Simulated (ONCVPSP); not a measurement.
**Transferability test, ONCV potential for lead (Pb)**

lead, optimised norm-conserving Vanderbilt (ONCV), made with ONCVPSP 4.0.1 (revPBE, non-relativistic). Core [Kr] 4d10 4f14, reference 5s2 5p6 5d10 6s2 6p1 (charge +1). Waves: 5s+6s: rc 1.80 bohr, ncon 4, nbas 8, qcut 8.6 1/bohr, 2 projectors; 5p+6p: rc 1.40 bohr, ncon 4, nbas 8, qcut 10.1 1/bohr, 2 projectors; 5d: rc 1.55 bohr, ncon 5, nbas 10, qcut 12.2 1/bohr, 2 projectors, debl 3.6 Ha. Local part: polynomial inside 1.30 bohr (lpopt 3, dvloc0 6 Ha). Core correction: Teter function, fcfact 3.5, rcfact 1.

Energies are relative to the spin-unpolarised reference configuration 5s2 5p6 5d10 6s2 6p1; without spin polarisation the order of configurations can differ from experiment.

Q: Give the all-electron excitation energy and the error of the potential for: 5s2 5p6 5d10 6s2 6p2; 5s2 5p6 5d10 6s2 6p0; 5s2 5p6 5d10 6s1 6p0; 5s2 5p6 5d9 6s2 6p3.

A:

| valence configuration | charge | ΔE all-electron (eV) | error AE − PS (meV) |
| --- | --- | --- | --- |
| 5s2 5p6 5d10 6s2 6p2 | 0 | -6.645 | 0.0 |
| 5s2 5p6 5d10 6s2 6p0 | +2 | 13.286 | +0.1 |
| 5s2 5p6 5d10 6s1 6p0 | +3 | 41.577 | -2.8 |
| 5s2 5p6 5d9 6s2 6p3 | 0 | 16.011 | -2.3 |

Levels in the configuration 5s2 5p6 5d9 6s2 6p3:

```json
{"level": "5s", "all-electron (eV)": "-120.133", "pseudo (eV)": "-120.144"}
{"level": "5p", "all-electron (eV)": "-85.466", "pseudo (eV)": "-85.463"}
{"level": "5d", "all-electron (eV)": "-29.141", "pseudo (eV)": "-29.145"}
{"level": "6s", "all-electron (eV)": "-11.084", "pseudo (eV)": "-11.081"}
{"level": "6p", "all-electron (eV)": "-4.658", "pseudo (eV)": "-4.658"}
```
